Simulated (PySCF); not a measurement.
disilanyl(fluoro)silane (FH₇Si₃), SMILES F[SiH2][SiH2][SiH3]. Atoms are numbered in the order given.

```xyz
11

Si    -2.0353    -0.0662     0.1321
Si    -0.0822     1.2353     0.3045
Si     1.6726    -0.2824    -0.1166
F      0.9514    -1.6779    -0.6287
H     -1.9590    -1.2076     1.1082
H     -3.2622     0.7523     0.4341
H     -2.1440    -0.6140    -1.2636
H     -0.0920     2.3514    -0.7078
H      0.0516     1.8331     1.6814
H      2.4586    -0.5997     1.1259
H      2.6118     0.1734    -1.1989
```

The structure is a stationary point at PBE-D3(BJ)/def2-SVP. One conformer was computed; it need not be the lowest.

The numbers are results of PBE-D3(BJ)/def2-SVP (PySCF), not measurements.

Frequencies are harmonic and unscaled.

Computed normal modes with their intensities:
```csv
mode,ν (cm⁻¹),IR (km/mol),moving atoms (share of kinetic energy)
1,9,0.5,"Si 40 %, F 30 %, H 30 %"
2,80,1.0,"Si 49 %, F 40 %, H 11 %"
3,125,0.0,H 97 %
4,211,10.0,"Si 50 %, F 39 %, H 11 %"
5,310,14.7,H 94 %
6,389,0.3,"Si 78 %, H 21 %"
7,394,2.8,"H 87 %, Si 13 %"
8,444,9.1,"Si 83 %, H 16 %"
9,482,9.8,"H 80 %, Si 19 %"
10,557,11.8,"H 75 %, Si 25 %"
11,656,129.4,"H 85 %, Si 15 %"
12,665,14.8,"H 91 %, Si 8 %"
13,711,17.6,H 92 %
14,814,97.0,"H 51 %, F 36 %, Si 12 %"
15,824,141.3,"H 73 %, Si 16 %, F 12 %"
16,863,260.2,"H 76 %, Si 16 %"
17,880,16.8,"H 87 %, Si 10 %"
18,902,47.9,H 96 %
19,904,27.8,H 98 %
20,916,78.4,"H 87 %, Si 11 %"
21,2142,49.2,H 98 %
22,2154,21.6,H 96 %
23,2155,113.7,H 98 %
24,2159,47.3,H 98 %
25,2171,62.7,H 96 %
26,2172,99.7,H 96 %
27,2180,127.6,H 96 %
```
